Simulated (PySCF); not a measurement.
Molecule: SMILES CCCN(C)[SiH3], C4H13NSi.

Molfile (atoms numbered from 1):
```
C4H13NSi
     RDKit          3D

 19 18  0  0  0  0  0  0  0  0999 V2000
   -2.1000    0.6119   -0.0853 C   0  0  0  0  0  0  0  0  0  0  0  0
   -1.5315   -0.7617    0.2260 C   0  0  0  0  0  0  0  0  0  0  0  0
   -0.1206   -0.7109    0.8116 C   0  0  0  0  0  0  0  0  0  0  0  0
    0.8509   -0.0586   -0.0422 N   0  0  0  0  0  0  0  0  0  0  0  0
    1.2249   -0.7890   -1.2276 C   0  0  0  0  0  0  0  0  0  0  0  0
    1.8030    1.2764    0.5210 Si  0  0  0  0  0  4  0  0  0  0  0  0
   -1.4720    1.1376   -0.8205 H   0  0  0  0  0  0  0  0  0  0  0  0
   -2.1408    1.2408    0.8191 H   0  0  0  0  0  0  0  0  0  0  0  0
   -3.1198    0.5465   -0.4935 H   0  0  0  0  0  0  0  0  0  0  0  0
   -1.5311   -1.3827   -0.6864 H   0  0  0  0  0  0  0  0  0  0  0  0
   -2.1781   -1.2929    0.9450 H   0  0  0  0  0  0  0  0  0  0  0  0
   -0.1596   -0.1734    1.7749 H   0  0  0  0  0  0  0  0  0  0  0  0
    0.2106   -1.7425    1.0513 H   0  0  0  0  0  0  0  0  0  0  0  0
    0.3682   -0.9439   -1.9084 H   0  0  0  0  0  0  0  0  0  0  0  0
    1.6438   -1.7883   -0.9924 H   0  0  0  0  0  0  0  0  0  0  0  0
    1.9880   -0.2371   -1.7972 H   0  0  0  0  0  0  0  0  0  0  0  0
    2.2287    2.0889   -0.6601 H   0  0  0  0  0  0  0  0  0  0  0  0
    3.0551    0.9045    1.2683 H   0  0  0  0  0  0  0  0  0  0  0  0
    0.9606    2.0928    1.4462 H   0  0  0  0  0  0  0  0  0  0  0  0
  1  2  1  0
  2  3  1  0
  3  4  1  0
  4  5  1  0
  4  6  1  0
  1  7  1  0
  1  8  1  0
  1  9  1  0
  2 10  1  0
  2 11  1  0
  3 12  1  0
  3 13  1  0
  5 14  1  0
  5 15  1  0
  5 16  1  0
  6 17  1  0
  6 18  1  0
  6 19  1  0
M  END
```

Geometry PBE0-D3(BJ)/def2-SVP throughout; GIAO in PySCF 2.14, gas phase, one conformer, non-relativistic; equivalent atoms averaged; basis pcSseg-1.

Q: How do the absolute shieldings σ depend on the functional? (a selection of nuclei; ppm; last column core-seconds on shared hosts with different chips, so compare them loosely)

A: 
```
functional                    kind     C3     C5     C1     N4    Si6  H17/H18/H19  H12/H13  H14/H15/H16  H7/H8/H9  core-s
        HF            Hartree–Fock  143.8  159.3  178.9  276.6  435.2        27.52    29.37        29.45     30.72     8.2
       LDA                     LDA  122.1  144.7  170.6  254.0  359.4        25.69    27.99        28.34     29.94      19
       PBE                     GGA  123.2  143.9  168.1  248.7  378.9        26.32    28.40        28.73     30.28      27
      BLYP                     GGA  117.5  138.7  162.6  241.7  372.8        26.64    28.57        28.87     30.41      26
      BP86                     GGA  122.8  143.2  167.7  248.4  377.9        26.41    28.47        28.78     30.34      25
      OPBE                     GGA  131.7  150.2  172.9  253.5  401.0        26.44    28.46        28.81     30.32      29
       KT2                     GGA  126.4  147.0  171.3  250.2  403.3        26.33    28.34        28.68     30.26      52
       KT3                     GGA  127.2  146.6  169.5  247.1  410.4        26.72    28.53        28.86     30.38      52
     B97-D                     GGA  123.5  143.1  166.3  246.5  392.8        26.76    28.62        28.92     30.45      52
     B3LYP           global hybrid  123.8  143.7  166.9  250.7  383.8        26.80    28.72        28.97     30.44      36
      PBE0           global hybrid  130.4  149.4  172.7  258.8  393.0        26.59    28.63        28.88     30.35      16
  mPW1PW91           global hybrid  129.8  148.5  171.6  257.8  391.7        26.69    28.69        28.94     30.40      36
      WP04           global hybrid  117.9  135.7  158.4  237.7  386.0        27.67    29.04        29.27     30.63      22
     B97-2           global hybrid  130.2  148.6  171.3  256.0  399.3        26.81    28.73        28.99     30.44      20
 BHandHLYP           global hybrid  131.7  150.0  171.9  261.6  401.6        27.06    28.93        29.11     30.50      20
 CAM-B3LYP  range-separated hybrid  128.6  147.9  170.8  259.1  387.2        26.79    28.74        28.95     30.39      28
   wB97X-D  range-separated hybrid  131.2  149.4  172.6  260.9  393.2        26.80    28.80        29.02     30.46      20
   LC-wPBE  range-separated hybrid  137.9  155.0  177.5  269.9  396.3        26.83    28.85        29.05     30.42      39
```

Q: Which nucleus among those listed moves most, in ppm?

A: Si6 (silicon bonded to N, 3 H): from 359.4 ppm with LDA to 435.2 ppm with HF. The smallest spread is 0.78 ppm, at H7/H8/H9. Proton shifts span only some 12 ppm, so a few tenths of a ppm matter as much there as several ppm in carbon.
